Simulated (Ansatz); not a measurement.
Steps of a relaxation of C$_{2}$H$_{8}$BNSi, SMILES `C=NB(C)[SiH3]` with RKS PBE-D4/def2-SVP.

```sh
$ ansatz run in.yaml --threads 4 --pin off --events-out ev --progress --plain --max-ram 10444MiB
```

```yaml
crystal:
  periodic: [false, false, false]
  atoms:
    - {symbol: C, position_ang: [-1.437900, 0.096100, 1.853700]}
    - {symbol: N, position_ang: [-0.637600, 0.761900, 1.107500]}
    - {symbol: B, position_ang: [0.063700, 0.137200, -0.076300]}
    - {symbol: C, position_ang: [-0.066400, -1.373700, -0.490100]}
    - {symbol: Si, position_ang: [1.356200, 1.217400, -1.083400]}
    - {symbol: H, position_ang: [-1.744700, -0.883600, 1.665600]}
    - {symbol: H, position_ang: [-1.939800, 0.665000, 2.666000]}
    - {symbol: H, position_ang: [-1.168600, -1.516500, -0.759300]}
    - {symbol: H, position_ang: [0.131700, -2.034700, 0.400600]}
    - {symbol: H, position_ang: [0.490300, -1.643500, -1.339500]}
    - {symbol: H, position_ang: [1.938200, 0.429400, -2.129400]}
    - {symbol: H, position_ang: [2.436000, 1.702700, -0.148100]}
    - {symbol: H, position_ang: [0.599300, 2.407600, -1.652600]}
basis:
  gaussian: {orbitals: def2-SVP}
hamiltonian: {xc: pbe, dispersion: d4}
relax: {f_tol: 0.03, max_steps: 200}
```

Positions (Å) and forces (eV/Å) along the path, 11 of 27 steps:

```xyz
13
step=1 energy=-12231.3033 eV
C    -1.438    0.096    1.854    0.528    3.084   -0.171
N    -0.638    0.762    1.107    0.622   -0.136   -0.614
B     0.064    0.137   -0.076   -0.483   -0.480    1.187
C    -0.066   -1.374   -0.490   -2.287    0.394    1.884
Si    1.356    1.217   -1.083   -0.459    1.499    0.668
H    -1.745   -0.884    1.666   -0.764   -2.753   -0.260
H    -1.940    0.665    2.666   -0.051   -0.325    0.349
H    -1.169   -1.516   -0.759    0.685   -0.127    0.249
H     0.132   -2.035    0.401   -0.076    0.071   -0.524
H     0.490   -1.643   -1.339    1.228   -0.708   -1.483
H     1.938    0.429   -2.129    0.690   -0.628   -1.152
H     2.436    1.703   -0.148    0.070    0.105   -0.069
H     0.599    2.408   -1.653    0.297    0.003   -0.065
13
step=2 energy=-12231.3821 eV
C    -1.575    0.163    1.729    2.263    0.314    1.840
N    -0.638    0.776    1.080   -0.583   -0.360   -0.208
B     0.119    0.095   -0.021   -0.971    0.071    0.018
C    -0.114   -1.409   -0.449   -0.518    0.167    0.641
Si    1.356    1.265   -1.083    0.079    0.448    0.199
H    -1.719   -0.949    1.675   -0.737    0.113   -0.483
H    -1.864    0.623    2.751   -0.506   -0.272   -1.289
H    -1.196   -1.543   -0.725    0.284    0.041    0.115
H     0.059   -2.096    0.412    0.014   -0.085   -0.177
H     0.483   -1.717   -1.308    0.350   -0.262   -0.307
H     1.989    0.505   -2.186    0.251   -0.172   -0.393
H     2.455    1.775   -0.180    0.053    0.065   -0.026
H     0.667    2.477   -1.681    0.020   -0.068    0.068
13
step=10 energy=-12232.6441 eV
C    -1.602    0.314    1.803    0.146    0.153   -0.291
N    -0.497    0.274    1.173   -0.536   -0.213   -0.249
B     0.193   -0.068    0.017   -0.117    0.073    0.304
C     0.168   -1.605   -0.376   -0.041   -0.042   -0.090
Si    1.196    1.314   -1.103    0.011   -0.010    0.090
H    -2.586    0.162    1.264    0.390    0.245    0.327
H    -1.643    0.506    2.901   -0.003   -0.111   -0.142
H    -0.783   -1.691   -0.960    0.084   -0.052    0.003
H     0.053   -2.268    0.505    0.065   -0.053   -0.032
H     0.976   -1.970   -1.038    0.070    0.020    0.057
H     1.565    0.745   -2.455   -0.034    0.021    0.053
H     2.490    1.624   -0.382   -0.013    0.017   -0.066
H     0.490    2.629   -1.333   -0.023   -0.046    0.036
13
step=13 energy=-12232.8802 eV
C    -1.656    0.500    1.788    0.041   -0.129    0.135
N    -0.734    0.186    0.989   -0.102   -0.026   -0.274
B     0.102   -0.171   -0.031   -0.176   -0.161    0.127
C     0.271   -1.703   -0.439   -0.092   -0.297   -0.181
Si    1.104    1.283   -1.017    0.180    0.099   -0.100
H    -2.712    0.632    1.453    0.119    0.057    0.005
H    -1.456    0.610    2.876   -0.036    0.087    0.001
H    -0.524   -1.978   -1.179    0.092    0.175    0.131
H     0.138   -2.397    0.418    0.035    0.062    0.002
H     1.228   -1.948   -0.948    0.004    0.124    0.120
H     1.359    0.846   -2.441   -0.035    0.027   -0.012
H     2.471    1.470   -0.395   -0.033    0.032    0.002
H     0.428    2.634   -1.058    0.003   -0.050    0.043
13
step=14 energy=-12232.7829 eV rejected
C    -1.686    0.456    1.799    0.314    1.397   -0.106
N    -0.830    0.104    0.928   -0.745    0.266    0.613
B     0.041   -0.226   -0.060    0.161   -0.545    0.047
C     0.305   -1.751   -0.468    0.179   -0.101   -0.314
Si    1.076    1.249   -0.990    0.020    0.323   -0.154
H    -2.730    0.816    1.508    0.625   -0.682    0.160
H    -1.368    0.781    2.850   -0.234   -0.696   -0.690
H    -0.437   -2.034   -1.264    0.302    0.071    0.218
H     0.164   -2.452    0.381   -0.047    0.035   -0.030
H     1.333   -1.918   -0.893   -0.472    0.090    0.130
H     1.297    0.911   -2.453   -0.059    0.006    0.106
H     2.461    1.426   -0.398   -0.101   -0.070    0.027
H     0.394    2.601   -0.925    0.057   -0.093   -0.007
13
step=18 energy=-12232.9275 eV
C    -1.649    0.546    1.788   -0.002   -0.001    0.016
N    -0.829    0.151    0.916   -0.191    0.134    0.186
B     0.045   -0.232   -0.044    0.125    0.007   -0.121
C     0.320   -1.739   -0.424   -0.009   -0.285   -0.071
Si    1.032    1.240   -1.032    0.085    0.175   -0.006
H    -2.715    0.744    1.538    0.014   -0.018    0.010
H    -1.341    0.718    2.843   -0.002    0.005   -0.021
H    -0.126   -1.927   -1.425    0.010   -0.036   -0.043
H    -0.115   -2.474    0.282   -0.016    0.016    0.035
H     1.404   -1.951   -0.532    0.011    0.028    0.010
H     1.102    0.976   -2.517   -0.025   -0.029    0.012
H     2.460    1.303   -0.540    0.011   -0.001   -0.010
H     0.434    2.611   -0.839   -0.011    0.006    0.004
13
step=22 energy=-12232.9375 eV
C    -1.636    0.553    1.770   -0.018    0.040    0.015
N    -0.832    0.152    0.888   -0.014   -0.003    0.023
B     0.048   -0.246   -0.069    0.048   -0.025   -0.053
C     0.318   -1.774   -0.418   -0.016    0.064    0.057
Si    1.025    1.264   -1.034   -0.013   -0.013    0.003
H    -2.702    0.764    1.534   -0.013   -0.010   -0.003
H    -1.313    0.727    2.820    0.005   -0.012    0.006
H     0.009   -1.982   -1.462   -0.028   -0.008   -0.077
H    -0.215   -2.476    0.251   -0.030   -0.026    0.022
H     1.402   -1.999   -0.371    0.075   -0.009    0.008
H     0.997    1.065   -2.532    0.000    0.004    0.011
H     2.481    1.295   -0.626   -0.010    0.000   -0.007
H     0.439    2.622   -0.736    0.012   -0.002   -0.003
13
step=24 energy=-12232.9325 eV rejected
C    -1.641    0.567    1.769    0.036   -0.316   -0.037
N    -0.833    0.157    0.891    0.037    0.075   -0.039
B     0.055   -0.242   -0.066   -0.196    0.098    0.168
C     0.322   -1.769   -0.407    0.030   -0.047   -0.108
Si    1.020    1.264   -1.040    0.082    0.040   -0.022
H    -2.717    0.733    1.537    0.041    0.090   -0.012
H    -1.326    0.708    2.827    0.003    0.095   -0.029
H     0.034   -1.968   -1.464    0.039    0.002    0.075
H    -0.238   -2.472    0.243    0.025    0.019    0.003
H     1.408   -2.001   -0.335   -0.061   -0.005   -0.001
H     0.970    1.074   -2.536   -0.024   -0.014   -0.030
H     2.483    1.275   -0.667    0.033   -0.020    0.012
H     0.484    2.640   -0.735   -0.047   -0.017    0.021
13
step=25 energy=-12232.9383 eV
C    -1.640    0.554    1.770   -0.003    0.005    0.004
N    -0.833    0.152    0.889    0.002    0.002    0.001
B     0.048   -0.245   -0.068    0.008   -0.006   -0.008
C     0.321   -1.772   -0.415   -0.002    0.013    0.007
Si    1.023    1.263   -1.036    0.001    0.000   -0.001
H    -2.707    0.760    1.534   -0.005   -0.002    0.000
H    -1.317    0.726    2.821   -0.001   -0.002    0.001
H     0.029   -1.977   -1.467   -0.001    0.000   -0.013
H    -0.226   -2.476    0.243   -0.006   -0.005    0.005
H     1.406   -1.998   -0.349    0.012   -0.002    0.003
H     0.977    1.070   -2.533   -0.002    0.002    0.004
H     2.484    1.282   -0.646   -0.005   -0.003   -0.004
H     0.454    2.626   -0.727    0.004   -0.002    0.000
13
step=26 energy=-12232.9386 eV
C    -1.641    0.555    1.768    0.012   -0.020   -0.014
N    -0.834    0.152    0.888    0.014    0.017   -0.011
B     0.050   -0.244   -0.068   -0.024   -0.001    0.018
C     0.325   -1.772   -0.410    0.025   -0.036   -0.018
Si    1.022    1.264   -1.039    0.007    0.008   -0.008
H    -2.708    0.759    1.530   -0.002    0.004    0.003
H    -1.321    0.724    2.820   -0.004    0.003    0.001
H     0.073   -1.974   -1.475    0.017    0.009    0.056
H    -0.253   -2.474    0.227    0.027    0.021   -0.028
H     1.407   -2.004   -0.301   -0.060    0.007   -0.008
H     0.937    1.087   -2.538    0.001    0.005    0.023
H     2.492    1.265   -0.685   -0.023   -0.003   -0.009
H     0.471    2.629   -0.702    0.012   -0.015   -0.005
13
step=27 energy=-12232.9388 eV
C    -1.642    0.555    1.768    0.008   -0.026   -0.010
N    -0.834    0.152    0.888    0.013    0.015   -0.010
B     0.050   -0.244   -0.068   -0.021    0.000    0.015
C     0.325   -1.772   -0.410    0.014   -0.013   -0.003
Si    1.021    1.264   -1.039    0.005    0.005   -0.007
H    -2.709    0.758    1.529   -0.002    0.006    0.001
H    -1.322    0.723    2.819   -0.002    0.006    0.001
H     0.074   -1.975   -1.473    0.007    0.004    0.023
H    -0.251   -2.473    0.227    0.013    0.009   -0.015
H     1.407   -2.004   -0.301   -0.027    0.003   -0.004
H     0.934    1.090   -2.538    0.000    0.004    0.017
H     2.492    1.262   -0.688   -0.016   -0.002   -0.006
H     0.474    2.629   -0.700    0.009   -0.012   -0.003
```

It took 45 s on 4 threads of an Intel Xeon Platinum 8175M on a shared host, with 0.18 GiB of host memory at the peak.
